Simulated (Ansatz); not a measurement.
Job for Ansatz (a program for electronic structure): R-wB97M-V/def2-TZVPPD on CF4O2Si (a complex), monomers drawn apart or pushed together. Files ending in .json are basis or fitting sets from the Basis Set Exchange.

Ansatz 0.2 input:
```yaml
crystal:
  periodic: [false, false, false]
  atoms:
    - {symbol: O, position_ang: [0.86698584, -0.27905425, -0.66582728]}
    - {symbol: C, position_ang: [0.03998839, 0.04391521, 0.07756955]}
    - {symbol: O, position_ang: [-0.79157941, 0.36871643, 0.81991630]}
    - {symbol: F, position_ang: [-0.35381616, 1.49951857, 3.49413968]}
    - {symbol: Si, position_ang: [-0.02537660, -0.01916000, 3.68872496]}
    - {symbol: F, position_ang: [-1.29866673, -0.89104523, 3.42253267]}
    - {symbol: F, position_ang: [1.12298515, -0.44389808, 2.70463441]}
    - {symbol: F, position_ang: [0.46024933, -0.25522432, 5.16125956]}
basis:
  gaussian:
    orbitals: def2-TZVPPD.json
hamiltonian:
  xc: {name: wB97M-V}
scf: {lower_state_search: off}
```

Task: What total energy does the run end on?

Result: -877.8672 hartree.

Task: How many basis functions does it have, and what does it roughly cost on one machine?

Result: 325 functions; about 29 core-seconds (a rough figure).
